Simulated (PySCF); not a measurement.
## Dihexylphosphine oxide (C12H27OP): Computed beside measured shifts

System: Dihexylphosphine oxide (C12H27OP), SMILES CCCCCC[PH](=O)CCCCCC.

Atom-mapped SMILES (hydrogens are numbered by the atom that bears them): [CH3:1][CH2:2][CH2:3][CH2:4][CH2:5][CH2:6][PH:7](=[O:8])[CH2:9][CH2:10][CH2:11][CH2:12][CH2:13][CH3:14]

Method: GIAO PBE0/pcSseg-2, gas phase, PySCF SCF with an in-house response code, fitting set def2-universal-JFIT up to Ne and JKFIT beyond, grid level 2, non-relativistic, on the PBE0-D3(BJ)/def2-SVP geometry.

One optimised conformer. Values are averaged over the atoms that symmetry or fast rotation interchanges, on this one geometry and without vibrational averaging. Shifts are the reference shielding less the shielding here, at the same level (13C, 1H against isolated TMS; 17O against isolated H2O; 31P against isolated H3PO4); nuclei without a reference have shieldings only.

Problem. What shifts does this level give for P7, and how do they compare with measurement?

Solution. 
```
atom  nucleus  computed / ppm  measured / ppm  computed less measured  measured against  medium of the measurement
  P7      31P             4.5            35.0                   -30.5        85 % H3PO4                      CDCl3
```

Computed 19F and 31P shifts carry an offset from the reference molecule (CFCl3 is hard for DFT, lone H3PO4 or PH3 isn't the 85 % acid), so differences between compounds are more accurate than the values.

Measured values: supporting information or article, doi 10.1039/d3gc01579c.
